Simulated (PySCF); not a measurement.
## SMILES O=C(O)c1ccc(S)cc1, C7H6O2S

Geometry:
| atom | x (Å) | y (Å) | z (Å) |
| --- | --- | --- | --- |
| O1 | -3.110 | 0.263 | 0.983 |
| C2 | -2.400 | -0.017 | 0.049 |
| O3 | -2.896 | -0.393 | -1.141 |
| C4 | -0.920 | 0.011 | 0.079 |
| C5 | -0.142 | -0.316 | -1.037 |
| C6 | 1.244 | -0.274 | -0.962 |
| C7 | 1.876 | 0.097 | 0.233 |
| S8 | 3.625 | 0.175 | 0.408 |
| C9 | 1.095 | 0.425 | 1.353 |
| C10 | -0.288 | 0.381 | 1.271 |
| H11 | -3.860 | -0.374 | -1.047 |
| H12 | -0.632 | -0.606 | -1.968 |
| H13 | 1.840 | -0.531 | -1.841 |
| H14 | 3.927 | -0.203 | -0.851 |
| H15 | 1.580 | 0.715 | 2.288 |
| H16 | -0.910 | 0.633 | 2.132 |

Method: quadratic response CAM-B3LYP/aug-cc-pVDZ first hyperpolarisability, Taylor convention, gas phase in PySCF. Geometry: PBE0-D3(BJ)/def2-SVP.

Problem. Give the tensor of the static β(0;0,0) in the axes of these coordinates.

Solution. In au, Taylor convention; rows are the first index (the induced dipole):
|  | xx | yy | zz | xy | xz | yz |
| --- | --- | --- | --- | --- | --- | --- |
| x | +999.3 | -91.7 | -87.2 | +28.7 | +41.2 | +2.0 |
| y | +28.7 | -4.2 | -1.0 | -91.7 | +2.0 | -0.4 |
| z | +41.2 | -0.4 | -0.3 | +2.0 | -87.2 | -1.0 |

Norm of βᵢ = ⅓ Σⱼ (βᵢⱼⱼ + βⱼᵢⱼ + βⱼⱼᵢ): 821.8 au, hyper-Rayleigh value 389.7 au.
